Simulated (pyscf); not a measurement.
Four-centre exchange: H₃Si–SiH(SiH₃)–Cl + H₃Si–Cl -> H₃Si–SiH₂–SiH₃ + dichlorosilane (Cl–SiH₂–Cl)

Gas phase, singlet surface, charge 0. Bonds broken: Si1–Cl15, Si2–H6. Bonds formed: Si1–H6, Si2–Cl15. PySCF, gas phase, ωB97X-D3(BJ)/def2-SVP geometries.

Transition state (Å):

```xyz
16

Si     0.0756    -0.0492     0.6369
Si    -2.1976     0.7619    -1.2848
Si    -0.3567     1.6224     2.1989
Si     1.8021     0.3033    -0.8849
H      0.3851    -1.3139     1.3956
H     -0.7858     1.0443    -0.4373
H     -2.7996     1.8548    -0.4830
H     -1.4062     0.9980    -2.5168
H      0.4345     1.4300     3.4489
H     -1.8124     1.5867     2.5273
H     -0.0283     2.9380     1.5776
H      1.4529    -0.4014    -2.1535
H      1.8972     1.7680    -1.1502
H      3.1054    -0.2149    -0.3765
Cl    -1.7835    -1.1736    -0.1815
Cl    -3.9458    -0.0609    -2.1361
```

One imaginary mode, 246i cm⁻¹; descent along it reached the two sides named.

```json
[
 {"bond": "Si1–Cl15", "change": "breaks", "reactant side (Å)": "2.091", "saddle": "2.322", "product side": "3.6"},
 {"bond": "Si2–H6", "change": "breaks", "reactant side (Å)": "1.484", "saddle": "1.671", "product side": "3.0"},
 {"bond": "Si1–H6", "change": "forms", "reactant side (Å)": "3.4", "saddle": "1.758", "product side": "1.496"},
 {"bond": "Si2–Cl15", "change": "forms", "reactant side (Å)": "3.4", "saddle": "2.266", "product side": "2.057"}
]
```

Electronic energies relative to the separated reactants (kcal/mol):

```tsv
level	barrier	reaction energy	reverse barrier
ωB97X-D3(BJ)/def2-TZVP	36.3	-2.1	38.5
PBE/def2-TZVP	35.1	-3.0	38.0
r²SCAN/def2-TZVP	36.4	-3.1	39.5
B3LYP-D3(BJ)/def2-TZVP	38.0	-1.8	39.8
PBE0-D3(BJ)/def2-TZVP	34.1	-2.6	36.7
M06-2X/def2-TZVP	39.2	-2.0	41.2
ωB97M-D3(BJ)/def2-TZVP	38.8	-2.5	41.3
HF/def2-TZVP	62.3	-1.8	64.2
```

With ωB97M-D3(BJ)/def2-TZVP energies and thermal terms (ideal gas, 1 atm, RRHO with modes under 100 cm⁻¹ raised to 100, one conformer, R ln 2 for chiral ones without a mode under 150 cm⁻¹), in kcal/mol:

| T (K) | ΔH‡ | ΔG‡ | ΔH | ΔG |
|---|---|---|---|---|
| 298 | 39.1 | 51.7 | -2.6 | -2.4 |
| 600 | 39.5 | 64.2 | -2.7 | -2.2 |
| 900 | 40.1 | 76.5 | -2.6 | -2.0 |
| 1200 | 40.8 | 88.5 | -2.6 | -1.8 |

One saddle was located; it need not be the lowest between these sides.
